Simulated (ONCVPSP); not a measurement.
# Pseudopotential generation for gallium (Ga): ONCV, PBE, scalar-relativistic.

```json
{
 "Element": "Ga",
 "Generator": "ONCVPSP 4.0.1",
 "Type": "optimised norm-conserving Vanderbilt (ONCV)",
 "Functional": "PBE",
 "Relativity": "scalar-relativistic",
 "Frozen core": "[Ar] 3d10",
 "Valence charge": "3",
 "Reference configuration": "4s2 4p0.75 (charge +0.25)",
 "Partial waves": "4s: rc 1.90 bohr, ncon 4, nbas 8, qcut 3.1 1/bohr, 3 projectors, debl 2.5 Ha; 4p: rc 2.70 bohr, ncon 4, nbas 7, qcut 3.6 1/bohr, 2 projectors, debl 2.9 Ha; d scattering state at 0.05 Ha: rc 2.45 bohr, ncon 4, nbas 8, qcut 4.5 1/bohr, 1 projector",
 "Local potential": "polynomial inside 1.20 bohr (lpopt 5, dvloc0 1 Ha)",
 "Core correction": "none"
}
```

All-electron outer shells of the reference configuration (PBE, scalar-relativistic, ld1.x):

```json
{"shell": "3p", "level (eV)": "-100.69", "outermost node (bohr)": "0.24", "outermost maximum (bohr)": "0.56"}
{"shell": "3d", "level (eV)": "-20.99", "outermost node (bohr)": "–", "outermost maximum (bohr)": "0.53"}
{"shell": "4s", "level (eV)": "-10.62", "outermost node (bohr)": "0.81", "outermost maximum (bohr)": "1.87"}
{"shell": "4p", "level (eV)": "-4.04", "outermost node (bohr)": "0.87", "outermost maximum (bohr)": "2.47"}
```

Calculated quality:

* Cutoffs needed: 19 Ha and 45 Ha (the cutoffs (Ha) at which the residual kinetic energy of the hardest occupied pseudo-wave falls to 1 and 0.1 mHa per electron)
* Ghost test: no bound ghost flagged; GHOST(+) flagged for p at 134.8 eV, s at 190.4 eV
* Largest excitation error: +51 meV (all-electron minus pseudo) for 4s1 4p0, out of 4 test configurations

Generation and tests took about 3.5 s on one core of a shared server CPU.
